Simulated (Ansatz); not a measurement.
One change: `B[SiH](F)F` becomes `OC[SiH](F)F`.

Ansatz, PBE0-D4/def2-TZVP geometries, multiplicity 1. Each molecule was computed in one conformer, which needn't be the lowest.

| property | `B[SiH](F)F` |
| --- | --- |
| HOMO–LUMO gap (ωB97M-V/def2-TZVPP) / eV | 9.84 |
| LUMO energy (B3LYP/def2-TZVPP) / eV | -3.28 |
| HOMO energy (PBE0/def2-TZVPP) / eV | -8.72 |
| LUMO energy (PBE0/def2-TZVPP) / eV | -3.07 |
| HOMO energy (ωB97M-V/def2-TZVPP) / eV | -10.91 |
| HOMO–LUMO gap (PBE/def2-TZVPP) / eV | 3.28 |

Q: Give the same properties after the change, and the shifts. (Best estimate.)

A: Computed: 
```
                               property  `OC[SiH](F)F`  shift
HOMO–LUMO gap (ωB97M-V/def2-TZVPP) / eV          12.23   2.39
    LUMO energy (B3LYP/def2-TZVPP) / eV          -0.11   3.17
     HOMO energy (PBE0/def2-TZVPP) / eV          -7.98   0.74
     LUMO energy (PBE0/def2-TZVPP) / eV           0.19   3.26
  HOMO energy (ωB97M-V/def2-TZVPP) / eV         -10.33   0.58
    HOMO–LUMO gap (PBE/def2-TZVPP) / eV           5.64   2.36
```

With PBE0 the HOMO rises by 0.74 eV and the LUMO rises by 3.26 eV, so the gap widens by about 2.52 eV. PBE moves the HOMO by 0.99 eV and ωB97M-V by 0.58 eV.

B3LYP here is the variant with VWN-RPA as its local correlation; programs differ in this.
